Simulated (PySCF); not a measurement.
A GIAO shielding run with PySCF 2.14 (density fitting, non-relativistic, gas phase) on `C#CC#C[C@H]1C[SiH2]CS1`, C7H8SSi:

```
$ OMP_NUM_THREADS=1 python probes_run.py task.json out

{"job": {"kind": "nmr", "xc": "PBE0", "basis": "pcSseg-1"}, "charge": 0, "multiplicity": 1}
C      2.263222    -2.192615    -2.807227
C      1.640095    -1.364196    -2.193549
C      0.937939    -0.436353    -1.493694
C      0.292686     0.401674    -0.909272
C     -0.432625     1.357521    -0.120584
C     -1.690650     0.743450     0.494632
Si    -1.118897    -0.384179     1.924685
C      0.602543     0.395091     2.216756
S      0.653222     1.943759     1.258628
H      2.807120    -2.909169    -3.345200
H     -0.647966     2.251966    -0.713052
H     -2.324585     1.547801     0.871005
H     -2.254685     0.218069    -0.276264
H     -0.970685    -1.778365     1.507668
H     -1.977032    -0.216840     3.096927
H      0.791384     0.672146     3.250542
H      1.421917    -0.237730     1.877551
```

Hardware: 1 thread of an Intel Xeon Platinum 8488C, shared host. The job also computes population analyses, field gradients, ring-centre shieldings.

(1) How large is the calculation?

(2) How long does it take, and how much memory does it need?

Answers

(1) 80 electrons, 207 basis functions and 1115 auxiliary functions.

(2) 41 s of wall time, with 15 SCF cycles and 5 response iterations; peak memory 0.85 GiB. Times on a shared host scatter by some tens of per cent.
